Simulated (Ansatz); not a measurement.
TiHF₃, relaxed as a singlet with RKS PBE-D4/def2-TZVP in Ansatz, starting from the GFN2-xTB geometry. Force threshold 0.02 eV/Å.

The relaxation made no stability test and no search for a lower SCF solution.

Start:

```xyz
5

Ti   -0.0050    0.0037    0.0222
H    -0.3428    0.2452    1.5486
F     0.3849   -1.6456   -0.2162
F     1.3281    0.9802   -0.4236
F    -1.3651    0.4166   -0.9310
```

Q: Estimate the energy that the relaxation releases and the steps that it takes.

A: 5.2 kcal/mol, in 4 steps; 2.6 s on 4 threads of Intel Xeon on a shared host. No frequencies were taken in this run, so the end may be a saddle point.

Q: Does the start keep its bonding and symmetry?

A: By distances, no bond broke or formed. The bond that changes most is Ti1–H2, from 1.58 to 1.69 Å (atoms count from 1). Point group C3v at the start, C3v at the end, both within 0.05 Å.

Q: Predict the relaxed structure.

A: 
| atom | x (Å) | y (Å) | z (Å) |
| --- | --- | --- | --- |
| Ti1 | 0.012 | -0.009 | -0.056 |
| H2 | -0.350 | 0.250 | 1.579 |
| F3 | 0.394 | -1.719 | -0.186 |
| F4 | 1.383 | 1.034 | -0.403 |
| F5 | -1.440 | 0.443 | -0.935 |
Bond lengths: 3 × F–Ti 1.76 Å; 1 × H–Ti 1.69 Å.
